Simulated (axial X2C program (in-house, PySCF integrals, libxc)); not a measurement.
Low determinants of TiH⁻ at the PBE0 level, 2c

All values were computed with an axial X2C code built on PySCF integrals. Two-component (2c) means X2C with spin–orbit coupling and atomic mean-field two-electron Coulomb and Gaunt terms. Basis: Ti dyall-acv3z [11s11p7d4f2g], H dyall-av3z [7s3p2d] (cores contracted in-house); Gaussian nuclei, density fitting, unrestricted open shells. Masses: Ti 47.948 u, H 1.008 u.

Search at 1.824 Å (vertical energies from the lowest determinant):

| ΔE (eV) | state | electrons beyond evenly filled partner blocks | electrons in ±ω = 1/2, 3/2, 5/2, 7/2 |
| --- | --- | --- | --- |
| 0.00 | Ω = 2 | ω = 1/2, ω = 3/2 | 19 5 0 0 |
| 0.04 | Ω = 4 | ω = 3/2, ω = 5/2 | 18 5 1 0 |
| 0.08 | Ω = 1 | ω = -3/2, ω = 5/2 | 18 5 1 0 |
| 0.16 | Ω = 2 | ω = -1/2, ω = 5/2 | 19 4 1 0 |
| 0.16 | Ω = 1 | ω = -1/2, ω = 3/2 | 19 5 0 0 |
| 0.69 | Ω = 3 | 2 × ω = 3/2 | 18 6 0 0 |
| 0.92 | Ω = 0 | none | 18 6 0 0 |

Lowest determinant, Ω = 2 (⟨Sz⟩ = -1.00, ⟨Lz⟩ = 3.00 at PBE0): Re = 1.821 Å, ωe = 1362.6 cm⁻¹.

The determinant in row 2 of the search, Ω = 4 (⟨Sz⟩ = 1.00, ⟨Lz⟩ = 3.00 at PBE0), was followed along the bond at PBE0; measured from the minimum of the lowest determinant it gives:

Te = 0.038 eV (307 cm⁻¹), Re = 1.821 Å, ωe = 1363.5 cm⁻¹.

Task: Compare the bond of the determinant in row 2 with that of the lowest one.

Result: At PBE0 its Re is the same within 0.001 Å and its force constant, which goes as ωe², is 1.00 times that of the lowest determinant. T0 ≈ Te + Δωe/2 = 307 + (0) = 307 cm⁻¹.

The search compares states at one distance, so a state with another bond length can lie lower; it is not exhaustive and yields mostly the lowest determinant of each block pattern, so other components and higher states of one pattern are missing. These are energies of single determinants, not of spin-adapted states; PBE0 term energies can be off by some tenths of an eV, and the functional has no current term. Open-shell Ω = 0 determinants with evenly filled partner blocks cannot be reached by this program, so the Ω shown need not be the lowest component. The lowest determinant need not be the ground state where others lie within half an eV. For an anion, determinants above electron detachment are held by the basis set. The highest occupied level of some functionals is positive through self-interaction error; at Hartree–Fock it is bound. Row 1 has a positive highest level at its minimum. Row 2 has a positive highest level at its minimum.
